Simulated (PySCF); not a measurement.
# Input and output of a scripted DFT run

The script drives PySCF SCF with an in-house response code with single-precision fitted integrals, so total energies wander by about 1e-6 Eh between cycles (the fitting error itself is about 1e-3 Eh and cancels in differences); atoms count from 0. Kgrid is the grid level of the response kernel; vcut the energy (Eh) above which virtual orbitals leave the response; delta the states run by ΔSCF (the anion only where the lumo is low enough to bind); pop asks for populations, which are stored and not printed; grid is the SCF grid level (2 if not given).

Spin-orbit coupling is left out, which matters for the heavier atoms here. The basis has no diffuse functions, so the polarisability comes out too low.

Job and coordinates (Å):

```
{"job": {"kind": "uv", "basis": "def2-SVP", "grid": 1, "kgrid": 0, "vcut": null, "nstates": 6, "ntriplets": 2, "tda": false, "delta": ["ip_vertical"], "pop": true, "xc": "PBE"}, "charge": 0, "multiplicity": 1}
As    -0.908700     2.680330    -0.602610
As    -2.778377     3.683899     0.651531
As    -4.561052     2.647815    -0.652717
As    -4.587196     0.530998     0.606328
As    -2.740760    -0.522253    -0.703080
As    -0.925184     0.521522     0.660136
As     6.375725     2.618750    -0.601932
As     4.595454     3.690785     0.670442
As     2.738118     2.665623    -0.579801
As     2.740669     0.522879     0.703758
As     4.586797    -0.529650    -0.606679
As     6.405491     0.536731     0.661577
As    -6.405726    -0.535861    -0.662113
As    -6.376379    -2.617185     0.602532
As    -4.596065    -3.689825    -0.668938
As    -2.738813    -2.664399     0.581158
As     0.909988     3.709446     0.712410
As     0.924858    -0.520830    -0.659195
As     0.908421    -2.679634     0.603826
As     2.777579    -3.682968    -0.650763
As     4.561150    -2.646642     0.652224
As    -0.910730    -3.709094    -0.710504
H     -2.756949     4.920407    -0.271005
H     -5.643834     3.231310     0.277855
H      7.453460     3.233681     0.310638
H      4.580479     4.903846    -0.281258
H      7.452414    -0.080211    -0.287357
H     -7.452963     0.081598     0.286352
H     -7.453905    -3.232424    -0.310303
H     -4.581404    -4.902402     0.283127
H      0.924042     4.935594    -0.224575
H      2.757079    -4.919402     0.271736
H      5.643047    -3.230138    -0.279207
H     -0.924804    -4.934543     0.227229
```

Command:

```bash
OMP_NUM_THREADS=2 python large_run.py task.json out
```

Question: What does the program print?

Answer: 
```
start: PBE on a coarse grid of 183427 points
cycle   1  E = -49183.4988128702  dE = -1.384e+01  |g| = 1.146e+00  |ddm| = 7.484e+00
cycle   2  E = -49183.4674119235  dE =  3.140e-02  |g| = 1.116e+00  |ddm| = 1.483e+00
cycle   3  E = -49183.5361694957  dE = -6.876e-02  |g| = 4.434e-01  |ddm| = 1.442e+00
cycle   4  E = -49183.6119024146  dE = -7.573e-02  |g| = 5.716e-02  |ddm| = 7.718e-01
cycle   5  E = -49183.6124765133  dE = -5.741e-04  |g| = 3.553e-02  |ddm| = 1.417e-01
cycle   6  E = -49183.6129132695  dE = -4.368e-04  |g| = 7.674e-03  |ddm| = 6.887e-02
final grid: 183427 points
cycle   7  E = -49183.6127759686  dE =  1.373e-04  |g| = 2.003e-02  |ddm| = 4.662e-02
cycle   8  E = -49183.6116534986  dE =  1.122e-03  |g| = 5.886e-02  |ddm| = 1.333e-01
cycle   9  E = -49183.6129267173  dE = -1.273e-03  |g| = 4.184e-03  |ddm| = 1.010e-01
cycle  10  E = -49183.6129215063  dE =  5.211e-06  |g| = 1.512e-03  |ddm| = 8.297e-03
cycle  11  E = -49183.6129327213  dE = -1.121e-05  |g| = 1.965e-04  |ddm| = 2.594e-03
cycle  12  E = -49183.6129427878  dE = -1.007e-05  |g| = 8.123e-05  |ddm| = 4.355e-04
cycle  13  E = -49183.6129401744  dE =  2.613e-06  |g| = 3.053e-05  |ddm| = 1.668e-04
converged SCF energy = -49183.6129401744

Static polarisability (au): isotropic 775.814, principal 375.517 804.252 1147.671

Singlet excitations
state   eV       nm        f      main configurations
  1   2.5063    494.7   0.00441   H->L 0.98
  2   2.5480    486.6   0.00000   H-1->L 0.97
  3   2.6061    475.7   0.00000   H->L+1 0.94
  4   2.6580    466.5   0.00053   H-1->L+1 0.98
  5   2.6957    459.9   0.00000   H-2->L 0.84, H->L+2 0.11
  6   2.6996    459.3   0.00026   H->L+3 0.93

Triplet excitations (Tamm-Dancoff, eV): 2.3698 2.4535
```

Question: Roughly how long does this take on 2 threads of Arm Neoverse V2 (shared host), and how large is the basis?

Answer: About 2 min of wall time, peak memory 1.6 GiB; 764 basis functions and 1408 fitting functions.
